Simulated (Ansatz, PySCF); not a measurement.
C₂H₄I, SMILES C[CH]I (connectivity only; charge and spin as stated), charge +1, multiplicity 1. Atoms are numbered in the order given.

```xyz
7

C      0.3226    -2.4628     0.0000
C     -0.5545    -1.3121     0.0000
I      0.0108     0.6018     0.0000
H      0.0398    -3.1021     0.8674
H      0.0398    -3.1021    -0.8674
H      1.3974    -2.2468     0.0000
H     -1.6435    -1.4685     0.0000
```
Charge +1, spin multiplicity 1.

Geometry optimised at B3LYP-D3(BJ)/def2-SVP. The spin state was assumed, not searched. The isomer is the one that the SMILES or the coordinates give; other isomers of the formula were not compared. The def2 effective core potentials stand for the cores of I; spin–orbit coupling is left out.

Two levels are set side by side: PBE-D3(BJ)/def2-SVP (Ansatz, a program for electronic structure) and B3LYP-D3(BJ)/def2-SVP (Ansatz). Each level has its own optimised geometry; the coordinates shown are those of the second. Frequencies come from the Hessian of PySCF at each geometry. Differences are taken from unrounded values.

```json
[
 {"quantity": "mean bond length (Å)", "B3LYP-D3(BJ)": "1.311"},
 {"quantity": "bond C1–C2 (Å)", "B3LYP-D3(BJ)": "1.447"},
 {"quantity": "bond C2–I3 (Å)", "B3LYP-D3(BJ)": "1.996"},
 {"quantity": "bond C1–H4 (Å)", "B3LYP-D3(BJ)": "1.114"},
 {"quantity": "bond C1–H5 (Å)", "B3LYP-D3(BJ)": "1.114"},
 {"quantity": "bond C1–H6 (Å)", "B3LYP-D3(BJ)": "1.096"},
 {"quantity": "bond C2–H7 (Å)", "B3LYP-D3(BJ)": "1.100"},
 {"quantity": "highest harmonic wavenumber (cm⁻¹)", "B3LYP-D3(BJ)": "3181"},
 {"quantity": "mean harmonic wavenumber (cm⁻¹)", "B3LYP-D3(BJ)": "1507"},
 {"quantity": "zero-point energy (kcal/mol)", "B3LYP-D3(BJ)": "32.31"}
]
```

Q: What does PBE-D3(BJ) give, and how far is it from B3LYP-D3(BJ)? (Estimate from the structure and the level; the computed values follow.)

A: 
| quantity | PBE-D3(BJ) | PBE-D3(BJ) minus B3LYP-D3(BJ) |
|---|---|---|
| mean bond length (Å) | 1.317 | 0.006 |
| bond C1–C2 (Å) | 1.445 | -0.002 |
| bond C2–I3 (Å) | 2.001 | 0.005 |
| bond C1–H4 (Å) | 1.123 | 0.009 |
| bond C1–H5 (Å) | 1.123 | 0.009 |
| bond C1–H6 (Å) | 1.104 | 0.008 |
| bond C2–H7 (Å) | 1.109 | 0.009 |
| highest harmonic wavenumber (cm⁻¹) | 3122 | -59 |
| mean harmonic wavenumber (cm⁻¹) | 1468 | -39 |
| zero-point energy (kcal/mol) | 31.48 | -0.83 |

Exact exchange shortens and stiffens bonds; PBE has none. Differences between two approximate levels are no errors against the true value.
